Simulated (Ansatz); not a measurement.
`BC(=C)Br` + `B[SiH2]O` → `BO[SiH2]B` + `C=CBr` at 500 K and 1 bar (ligand exchange at a B–C bond).

Gas-phase electronic energies from Ansatz, PBE0-D4/def2-TZVP geometries. CCSD(T)/CBS adds triple-zeta CCSD(T) − MP2 to the extrapolated MP2 energy (def2 sets, frozen cores). For Br outer-core shells are correlated without core-valence functions, which leaves a few kJ/mol of doubt a bond. Scalar relativity is left out up to krypton. Each species was taken in one conformer, which may not be the lowest.

| species | CCSD(T)/CBS energy (Eh) | H − E (kJ/mol) | S (J/(mol·K)) |
| --- | --- | --- | --- |
| `BC(=C)Br` | -2676.58084 | 174.8 | 356.6 |
| `B[SiH2]O` | -392.05150 | 169.7 | 351.6 |
| `BO[SiH2]B` | -417.47687 | 209.6 | 396.9 |
| `C=CBr` | -2651.19815 | 136.0 | 308.1 |

H − E and S are ideal-gas, rigid-rotor, harmonic terms from PBE0-D4/def2-TZVP, for one conformer and one mirror image of each species. 1 Eh = 2625.50 kJ/mol, R = 8.31446 J/(mol·K).

**Question.** By hand: ΔE, ΔH, ΔS and ΔG.

**Answer.** ΔE = (-417.47687) + (-2651.19815) − (-2676.58084) − (-392.05150) = -0.04268 Eh = -112.1 kJ/mol. Δ(H − E) = 209.6 + 136.0 − 174.8 − 169.7 = 1.1, so ΔH = -111.0 kJ/mol. ΔS = 396.9 + 308.1 − 356.6 − 351.6 = -3.2 J/(mol·K). ΔG = -111.0 − 500 × (-3.2)/1000 = -109.4 kJ/mol.

**Question.** By hand: the equilibrium constant, and the temperature at which ΔG would vanish if ΔH and ΔS stayed fixed.

**Answer.** log₁₀ K = −ΔG/(RT ln 10) = 11.4. ΔG = 0 at ΔH/ΔS = 34688 K, far beyond where these terms or the molecules hold.

The number of gas molecules stays the same, so ΔS is small and ΔH decides. A doubt of 5 kJ/mol in ΔE shifts log₁₀ K by 0.5 here. Other conformers and mirror images would add mixing entropy, several J/(mol·K) or more a flexible species. Modes under 60 cm⁻¹, often nearly free rotors, make the harmonic entropy too high. These are equilibria of isolated gas molecules and say nothing of rates. Largest T1 diagnostic: 0.013 (customary marks: 0.02 for closed shells, 0.045 for open ones).
